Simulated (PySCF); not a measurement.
## Radial density of Ge (germanium, neutral)

PBEsol, [Ar] 3d10 4s1 4p3, high-spin 5S determinant (an excited configuration). All numbers are calculated (PySCF 2.14, a scalar-relativistic core potential, in aug-cc-pwCVTZ-PP with ECP10MDF). This is the valence pseudo-density: the core potential removes the inner electrons and smooths the orbitals near the nucleus.

```csv
r (bohr),4πr²ρ (e/bohr),4πr²(ρα − ρβ)
0.00159,2.753e-05,0.0000
0.00268,7.656e-05,0.0000
0.00450,0.0002068,0.0000
0.00757,0.0005226,0.0000
0.0127,0.001190,0.0001
0.0214,0.002528,0.0001
0.0360,0.006061,0.0002
0.0606,0.03527,0.0002
0.102,0.3394,-0.0010
0.171,2.533,-0.0052
0.288,12.18,0.0605
0.485,28.23,0.2241
0.816,16.41,-0.0274
1.37,3.634,1.1617
2.31,1.820,1.7103
3.88,0.4903,0.4896
6.53,0.02489,0.0249
11.0,4.464e-05,0.0000
```

Energies and moments cover only the electrons outside the core potential.

**Question.** Where is the radial spin density 4πr²(ρα − ρβ) most negative, and why is it negative at all?

**Answer.** Around r = 0.816 bohr, down to -0.0274 e/bohr: exchange with the open shell polarises the paired shells in an unrestricted calculation.
